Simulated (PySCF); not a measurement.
Structure with atom numbers: `[O:1]=[C:2]([F:3])[c:4]1[cH:5][cH:6][cH:7][cH:8][cH:9]1`. Hydrogens are named by the atom that carries them.

Geometry: PBE0-D3(BJ)/def2-TZVP; GIAO absolute shieldings from PySCF 2.14, gas phase, non-relativistic, averaged over equivalent atoms.

At PBE0/pcSseg-2 (394 basis functions):
| atoms | σ (ppm) |
| --- | --- |
| O1 | -86.2 |
| C2 | 17.1 |
| C7 | 40.8 |
| C5/C9 | 43.2 |
| C6/C8 | 47.8 |
| C4 | 50.8 |
| F3 | 160.8 |
| H(C5)/H(C9) | 22.93 |
| H(C7) | 23.51 |
| H(C6)/H(C8) | 23.67 |

Q: Estimate the result of repeating the calculation with wB97X-D/pcSseg-2.

A: 
```csv
atoms,σ at wB97X-D/pcSseg-2,change
O1,-87.6,-1.4
C2,16.0,-1.1
C7,39.3,-1.5
C5/C9,41.6,-1.6
C6/C8,46.8,-1.0
C4,49.1,-1.7
F3,163.9,+3.1
H(C5)/H(C9),23.02,+0.09
H(C7),23.60,+0.09
H(C6)/H(C8),23.77,+0.10
```

The largest change is at F3 (fluorine bonded to C). Cost: 394 basis functions. The order of the carbon signals is the same at both levels.
